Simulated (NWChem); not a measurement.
# C$_{3}$H$_{7}$NSi; SMILES C1=NCC[SiH2]1

```xyz
12

C      1.3475     0.1741    -0.0004
N      0.8137     1.3309     0.0004
C     -0.6382     1.3764     0.0018
C     -1.3373    -0.0062     0.0006
Si     0.0884    -1.2478    -0.0019
H      2.4470     0.1179    -0.0010
H     -0.9366     1.9770     0.8779
H     -0.9386     1.9800    -0.8715
H     -1.9818    -0.1337    -0.8822
H     -1.9803    -0.1358     0.8842
H      0.1662    -2.1213    -1.2136
H      0.1664    -2.1264     1.2061
```
Atoms are numbered in this order, from 1.

Coordinates come from a PBE0/def2-SVP optimisation. Not confirmed as a minimum by frequencies.

Problem. Give the principal values of the shielding tensors (ppm) of C1, N2, C3, C4, Si5 from BHandHLYP/pcSseg-1, GIAO (NWChem), with their diamagnetic and paramagnetic parts as GIAO splits them.

Solution. 
```
atom     σ11     σ22    σ33  isotropic  diamagnetic  paramagnetic
----  ------  ------  -----  ---------  -----------  ------------
C1    -118.6     7.9  122.7        4.0        256.1        -252.1
N2    -772.2  -193.8  237.1     -243.0        328.9        -571.8
C3      82.1   112.1  161.9      118.7        245.8        -127.1
C4     168.7   173.1  202.2      181.3        252.5         -71.1
Si5    313.6   384.4  469.3      389.1        879.0        -489.9
```
